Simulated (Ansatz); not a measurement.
`NBCl` + `N[SiH2]F` → `N[SiH](F)BCl` + NH₃  (formal exchange of groups at a B–N bond)

Isolated molecules relaxed with PBE0-D4/def2-TZVP in Ansatz; ΔE leaves out vibrations. CBS: MP2 limit from def2 TZ/QZ plus the TZ coupled-cluster correction, frozen cores. This one scheme is used for every species. Functionals use def2-TZVPP. B3LYP here is the variant with VWN-RPA as its local correlation; programs differ in this. Each species was taken in one conformer, which may not be the lowest.

```json
{"level": "r2SCAN-D4", "ΔE (kcal/mol)": "39.5", "difference from CCSD(T)/CBS": "1.0"}
{"level": "PBE0-D4", "ΔE (kcal/mol)": "38.3", "difference from CCSD(T)/CBS": "-0.2"}
{"level": "B2PLYP", "ΔE (kcal/mol)": "40.7", "difference from CCSD(T)/CBS": "2.2"}
{"level": "r2SCAN", "ΔE (kcal/mol)": "39.7", "difference from CCSD(T)/CBS": "1.2"}
{"level": "PBE0", "ΔE (kcal/mol)": "39.1", "difference from CCSD(T)/CBS": "0.6"}
{"level": "B3LYP", "ΔE (kcal/mol)": "40.8", "difference from CCSD(T)/CBS": "2.3"}
{"level": "HF/def2-TZVPP", "ΔE (kcal/mol)": "42.3", "difference from CCSD(T)/CBS": "3.8"}
{"level": "MP2/def2-QZVPP", "ΔE (kcal/mol)": "40.5", "difference from CCSD(T)/CBS": "2.0"}
{"level": "HF/CBS(def2)", "ΔE (kcal/mol)": "42.4", "difference from CCSD(T)/CBS": "3.9"}
{"level": "CCSD/CBS(def2)", "ΔE (kcal/mol)": "38.9", "difference from CCSD(T)/CBS": "0.4"}
{"level": "CCSD(T)/CBS", "ΔE (kcal/mol)": "38.5", "difference from CCSD(T)/CBS": "0"}
```

Largest T1 diagnostic among the species: 0.013.

The D4 term adds −1.5 kcal/mol with B3LYP and −0.9 kcal/mol with PBE0; it sums over pairs of atoms, weighted by their polarisabilities, and B3LYP, whose exchange is more repulsive, gets the larger term. From PBE to PBE0 (25 % exact exchange), in def2-TZVPP and without D4, ΔE moves by +1.1 kcal/mol.
